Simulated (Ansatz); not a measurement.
Single points on Mg2S2⁻.

```yaml
crystal:
  periodic: [false, false, false]
  atoms:
    - {symbol: Mg, position_ang: [-0.486338, 1.109686, -0.679615]}
    - {symbol: Mg, position_ang: [0.486503, -1.109653, 0.679728]}
    - {symbol: S, position_ang: [-1.321301, 0.250274, 1.354142]}
    - {symbol: S, position_ang: [1.321146, -0.250307, -1.354254]}
basis:
  gaussian: {orbitals: def2-SVPD, initial_orbitals: start.molden}
total_charge: -1
magnetization: {spin_polarized: true, initial_magnetization: 1}
hamiltonian: {xc: pbe0, dispersion: d4}
scf: {omitted_lower_state_checks: [starts]}
output: {orbitals: {seedname: orbitals}}
```

The file start.molden holds the orbitals of an earlier run on this structure, at another level or in another basis.

```sh
$ ansatz run in.yaml --threads 4 --pin off --events-out ev --progress --plain --max-ram 3916MiB
```

It prints (some lines left out):

```
Functional definition: PBE0
800 factors; integrals over basis functions are off by at most 1.1e-4 eV
mean field evaluation 1: about -32540.9331 eV, gradient 2.8e0 eV
mean field evaluation 2: about -32540.9746 eV, gradient 3.4e-2 eV
mean field evaluation 4: about -32541.2022 eV, gradient 2.6e-3 eV
mean field evaluation 8: about -32541.2022 eV, gradient 2.5e-5 eV
mean field -32541.20223575 eV, -1195.8671249446 hartree, gradient 2.5e-5 eV, S^2 0.767519; 0 other end points of the search recorded, 0 dependent functions left out
reference -32541.20226488 eV, -1195.8671260153 hartree; 29, 28 occupied and 67, 68 virtual orbitals, 800 factors
Total energy: -32541.32288695 eV, -1195.8715587945 hartree
Checks for a lower state left out: starts
```

Run time 3.3 s (4 threads of Intel Xeon Platinum 8488C on a shared host).

First input, but with `gaussian: {orbitals: 6-31G}`, `hamiltonian: {xc: {name: B3LYP}, dispersion: d4}` (abridged; 1.4 s):

```
Functional definition: B3LYP
mean field evaluation 16: about -32563.7391 eV, gradient 5.9e-5 eV
mean field -32563.73912231 eV, -1196.6953402498 hartree, gradient 5.9e-5 eV, S^2 0.762999
Total energy: -32563.97431120 eV, -1196.7039832821 hartree
Checks for a lower state left out: starts
```

As the first input, with `hamiltonian: {xc: pbe, dispersion: d4}` (abridged; 1.2 s):

```
Functional definition: PBE
mean field -32538.50552344 eV, -1195.7680225954 hartree, gradient 1.8e-5 eV, S^2 0.760172
Total energy: -32538.64613920 eV, -1195.7731901292 hartree
Checks for a lower state left out: starts
```

As the first input, with `gaussian: {orbitals: def2-TZVPD, initial_orbitals: start.molden}`, `hamiltonian: {xc: hse06, dispersion: d4}`, `output: {forces: true, orbitals: {seedname: orbitals}}` (abridged; 4.4 s):

```
Functional definition: HSE06
mean field -32551.51995430 eV, -1196.2462941079 hartree, gradient 3.9e-5 eV, S^2 0.765727
Total energy: -32551.63600181 eV, -1196.2505587752 hartree
Atom 0 force     0.063330    -0.145271     0.088995 eV/Å
Atom 1 force    -0.064045     0.145308    -0.088984 eV/Å
Atom 2 force     0.181477    -0.034329    -0.185645 eV/Å
Atom 3 force    -0.180763     0.034293     0.185634 eV/Å
Dipole moment:    -0.000004     0.000286    -0.000120 e Å
Checks for a lower state left out: starts
```

As the first input, with `gaussian: {orbitals: def2-TZVPD, initial_orbitals: start.molden}`, `correlation: {method: mp2}` and without the key `hamiltonian` (abridged; 3.9 s):

```
Functional definition: HF
mean field evaluation 16: about -32503.3472 eV, gradient 1.9e-5 eV
mean field -32503.34718233 eV, -1194.4759773907 hartree, gradient 1.8e-6 eV, S^2 0.808016
12 core orbitals not correlated: weight in the atoms' cores, before any rotation towards them, 1.000 or more for the frozen orbitals, at most 0.000 for the correlated occupied ones
second order -20.18594704 eV of doubles, -0.00000000 eV of singles
Total energy: -32523.53312937 eV, -1195.2177972619 hartree
Checks for a lower state left out: starts
```

As the first input, with `gaussian: {orbitals: 6-31G}`, `hamiltonian: {xc: hf}` (abridged; 0.65 s):

```
Functional definition: HF
mean field evaluation 16: about -32499.7531 eV, gradient 2.9e-4 eV
mean field evaluation 32: about -32499.7531 eV, gradient 2.4e-6 eV
mean field -32499.75312174 eV, -1194.3438980999 hartree, gradient 1.3e-5 eV, S^2 0.843421
Total energy: -32499.75312174 eV, -1194.3438980999 hartree
Checks for a lower state left out: starts
```

First input, but with `gaussian: {orbitals: def2-TZVPD, initial_orbitals: start.molden}`, `hamiltonian: {xc: r2scan, dispersion: d4}` (abridged; 5.5 s):

```
Functional definition: r2SCAN
mean field -32562.80018908 eV, -1196.6608350901 hartree, gradient 2.3e-5 eV, S^2 0.773851
Total energy: -32562.82869965 eV, -1196.6618828343 hartree
Checks for a lower state left out: starts
```

Geometry: PBE-D4/def2-TZVPD.

B3LYP takes the VWN-RPA correlation. HSE06 is defined as in plane-wave codes, on full-range PBE exchange. Correlated methods freeze 12 core orbitals; core or outer-core shells of Mg are correlated, in sets that lack core-valence functions. At PBE-D4/def2-SVPD, r2SCAN-D4/def2-TZVPD the highest occupied level of the charge -1 doublet lies above zero (up to 0.10 eV). By energy differences its removal costs 1.64 eV (vertical, to the charge 0 singlet, at PBE0-D4/def2-TZVPD). At HF/6-31G the charge -1 doublet is spin-contaminated (final ⟨S²⟩ up to 0.84, 0.75 for a pure state). The structure comes from a short search, and lower isomers may exist.
